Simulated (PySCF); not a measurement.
C2H7BrGe, SMILES [GeH]([CH3])([CH3])[Br]. Atoms are numbered in the order given.

```xyz
11

Ge     0.7776     0.3284     0.0000
C      1.5066    -0.4759     1.6314
C      1.5066    -0.4759    -1.6314
Br    -1.5368    -0.0823     0.0000
H      0.9328     1.8748     0.0000
H      2.5984    -0.2901     1.6856
H      1.0214    -0.0379     2.5242
H      1.3255    -1.5679     1.6244
H      1.0214    -0.0379    -2.5242
H      2.5984    -0.2901    -1.6856
H      1.3255    -1.5679    -1.6244
```
Charge 0, spin multiplicity 1.

Geometry: PBE-D3(BJ)/def2-SVP.

Computed with ωB97X/def2-TZVP (PySCF).

Estimate the frontier levels, gap, dipole moment and polarisability. (An estimate is asked for; the answer gives what the named calculation found.)


```yaml
highest_occupied_level: -10.22 eV
lowest_empty_level: 2.03 eV
orbital_gap: 12.25 eV
dipole_moment: 2.83 D
quadrupole, principal values (traceless, Buckingham form, about the centre of nuclear charge): -0.98, -0.13, 1.11 D·Å
mean_static_polarisability: 74.9 bohr³ (11.10 Å³)
polarisability_principal_values: 64.8, 73.6, 86.3 bohr³
```
